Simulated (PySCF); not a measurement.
## NMR data sheet: C3H8O2Si

```
Formula                               : C3H8O2Si
SMILES                                : C=CO[Si@H](C)O
InChI                                 : InChI=1S/C3H8O2Si/c1-3-5-6(2)4/h3-4,6H,1H2,2H3/t6-/m1/s1
Point group of the computed structure : C1
Degrees of unsaturation               : 1
Carbon signals                        : 3
Proton signals                        : 6
```

Atom-mapped SMILES (the numbers label the heavy atoms): `[CH2:1]=[CH:2][O:3][Si@H:4]([CH3:5])[OH:6]`; H(Xn) means a hydrogen on atom n. Ha(C1) is cis to O3; Hb(C1) is trans to O3.

Equivalent nuclei averaged, non-relativistic Hamiltonian, gas phase, one conformer. GFN2-xTB structure; shieldings: GIAO PBE0/pcSseg-1; PySCF.

Referencing at the same level of theory: ¹H, ¹³C, ²⁹Si vs TMS; H2O for ¹⁷O.

| carbon | δC, type | δH (multiplicity) | HMBC from (2–3 bonds) | span of the C tensor (ppm) |
| --- | --- | --- | --- | --- |
| C1 | 94.9, CH2 | Hb(C1) 4.32 (m); Ha(C1) 4.17 (m) | H(C2) | 164 |
| C2 | 155.8, CH | 6.64 (m) | H(Si4), Hb(C1), Ha(C1) | 188 |
| C5 | 0.6, CH3 | 0.19 (d) | H(Si4) | 18 |

Other nuclei:
```
 atoms  nucleus                             environment  δ (ppm)  σ (ppm)
H(Si4)       ¹H  hydrogen on a silicon bonded to C, 2 O     5.42    26.30
 H(O6)       ¹H      hydrogen on an oxygen bonded to Si     1.08    30.64
   Si4     ²⁹Si             silicon bonded to C, 2 O, H    -21.5    370.7
    O3      ¹⁷O                  oxygen bonded to C, Si    134.6    201.5
    O6      ¹⁷O                  oxygen bonded to Si, H     39.2    296.8
```

Carbon types of the structure: 1 × CH, 1 × CH2, 1 × CH3, leaving 2 H on heteroatoms. δC 155.8: alkene carbon bearing oxygen; an sp2 carbon further deshielded by the attached heteroatom. δC 94.9: β carbon of an enol-ether or enamine type C=C; the O or N lone pair pushes π density onto this β carbon and shields it. δC 0.6: methyl carbon bonded to Si; an electropositive neighbour leaves it electron-rich and shielded. δH 6.64: hydrogen on an alkene carbon bearing oxygen; olefinic region. δH 4.32, 4.17: hydrogen on a β carbon of an enol-ether or enamine type C=C; lone-pair donation from O or N shields it, upfield of ordinary alkene protons.

Exchangeable OH/NH protons stand at their gas-phase positions; hydrogen bonding in a real sample shifts them, mostly to higher δ. Shifts are as computed. Against solution values, carbons near 30 ppm lie about +3 ppm off and those near 130 ppm about +5 ppm. Of 1211 compounds with measured shifts, 218 miss one by over three times the rms of a fit or turn the order of signals round; such compounds aren't used in these exercises. Experimental scales use liquid or dissolved standards, which lie at an offset from isolated H2O (liquid H2O: subtract about 36 ppm). No couplings were computed; multiplicities are counted from neighbouring protons, with m where these are inequivalent, close in shift, in a saturated or five-membered ring or joined by F or P, and br s for small geminal =CH2 splittings.
